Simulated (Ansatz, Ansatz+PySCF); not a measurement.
```xyz
2

O     0.0000    0.0000   -0.1410
H     0.0000    0.0000    1.1283
```

Basis set: 6-31G (spherical functions). Correlated methods keep 1 orbital frozen. Correlation on ROHF uses semicanonical orbitals with singles. Charge 0, multiplicity 2.

Computed with Ansatz (development build ahead of 0.2.0); each method stands on the lowest determinant of its kind that the runs found.

The atomization energy at this shape (free ground-state atoms in the same class of orbitals less the molecule, no zero-point energy) of doublet OH:

```csv
method,atomization energy
PBE0 (unrestricted),291.1 kJ/mol
ROHF-CCSD(T),251.0 kJ/mol
ROHF-MP2,234.2 kJ/mol
UHF-MP2,220.8 kJ/mol
ROHF,101.0 kJ/mol
```

Problem. What does UHF give?

Solution. 106.9 kJ/mol. Caution for ROHF-CCSD(T), ROHF-MP2, UHF-MP2: bonds are stretched, where a single reference can fail. Caution for UHF-MP2, UHF: the unrestricted determinant is spin contaminated.

This basis has no polarisation functions and is too small for such energies, which can lie far from measured ones in either direction.
